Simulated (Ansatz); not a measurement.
Geometry optimisation, RKS B3LYP-D4/def2-SVPD in Ansatz.

The input (input.yaml):

```yaml
crystal:
  periodic: [false, false, false]
  atoms:
    - { symbol: C, position_ang: [-0.8049, -1.873, 0.1386] }
    - { symbol: C, position_ang: [-0.3507, -0.74, 0.0479] }
    - { symbol: Ge, position_ang: [0.416, 0.9785, -0.0876] }
    - { symbol: H, position_ang: [-1.2239, -2.7753, 0.1916] }
    - { symbol: H, position_ang: [0.1328, 1.588, -1.4768] }
    - { symbol: H, position_ang: [-0.1189, 1.9056, 1.0418] }
    - { symbol: H, position_ang: [2.0108, 0.8481, 0.0987] }
basis:
  gaussian: { orbitals: def2-SVPD }
hamiltonian:
  xc: b3lyp
  dispersion: d4
relax:
  f_tol: 0.02
  max_steps: 50
output:
  orbitals: {}
```

Command:

```bash
$ ansatz run input.yaml --threads 2 --pin off --max-ram 3072MiB --backend cpu --events-out ev --progress --plain --runs-dir out
```

Where does it end, and by what steps?

The forces met the threshold. After 4 steps the energy has fallen by 0.197 eV; H4 moved furthest, 0.06 Å.

```tsv
step	energy less start (eV)	largest force component (eV/Å)	accepted
0	0.0000	4.288	yes
1	-0.1886	0.604	yes
2	-0.1953	0.090	yes
3	-0.1960	0.101	yes
4	-0.1971	0.004	yes
```

```xyz
7
Properties=species:S:1:pos:R:3
C -0.816 -1.846 0.130
C -0.321 -0.738 0.047
Ge 0.461 0.999 -0.082
H -1.253 -2.824 0.204
H 0.132 1.587 -1.462
H -0.124 1.887 1.026
H 1.982 0.868 0.091
```

Whether the end is a true minimum wasn't checked by a vibrational analysis.

The run took 11 s on 2 threads of AMD EPYC 7R13 Processor (Zen 3), with other jobs on the host, peak memory 0.26 GiB.
